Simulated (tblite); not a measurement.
Compound: C₅HF₃NSe (doublet state).
Numbering: `[F:1][C:2]([F:3])=[C:4]([F:5])[c:6]1[n:7][cH:8][c:9][se:10]1` (hydrogens: H11 on C8)
Bond orders are those of one Lewis drawing.

Computed with GFN2-xTB (tblite), gas phase: L-BFGS steps from a force-field or distance-geometry start until the largest atomic force falls under 0.01 eV/Å.

Geometry at step 37:
```
atom  x, y, z in Å
F1     -1.7972    1.6025    0.8056
C2     -2.1009    0.4045    0.3511
F3     -3.4084    0.2042    0.3560
C4     -1.2011   -0.4951   -0.0649
F5     -1.6527   -1.6890   -0.4996
C6      0.2283   -0.3764   -0.1109
N7      0.9072    0.7077    0.1216
C8      2.2359    0.6139   -0.0471
C9      2.6618   -0.6123   -0.4128
Se10    1.2975   -1.8546   -0.5877
H11     2.8351    1.4971    0.0627
```

Q: What forces act on the atoms?

A: 
```csv
atom,Fx (eV/Å),Fy (eV/Å),Fz (eV/Å)
F1,0.016,0.056,0.023
C2,0.011,-0.025,-0.025
F3,0.026,0.026,0.000
C4,0.025,-0.042,0.059
F5,-0.062,-0.071,0.007
C6,0.054,-0.071,-0.022
N7,-0.140,0.121,-0.065
C8,-0.004,0.124,-0.059
C9,0.132,-0.070,0.014
Se10,-0.090,-0.036,-0.043
H11,0.031,-0.011,0.112
```

The largest, 0.20 eV/Å, acts on N7; the rms over all components is 0.064 eV/Å. The forces sum to zero within rounding, as they must for an isolated molecule in no field.

Q: Give the force on N7 in Eh/bohr and in nN.

A: 0.196 eV/Å ÷ 51.422 = 0.00381 Eh/bohr, and 0.196 eV/Å × 1.602 = 0.31 nN.

Q: How far is this geometry from the end of the optimisation?

A: 0.015 eV above it, and 0.087 Å rms away after alignment. The bonds farthest from their final lengths, with half the difference of the two atoms' forces along the bond (positive lengthens):

```
   bond  now (Å)  final (Å)  force along bond (eV/Å)
C9–Se10    1.853      1.860                    +0.07
C6–Se10    1.886      1.880                    -0.05
  C8–C9    1.349      1.351                    +0.10
  C6–N7    1.300      1.302                    +0.03
  F1–C2    1.317      1.318                    +0.05
```

The angle farthest from its final value is C2–C4–C6, 128.6° against 127.0°.

The cost below is that of the whole relaxation. Hardware: Arm Neoverse V1, one thread, no GPU (shared host). Cost: 0.42 s of wall time.
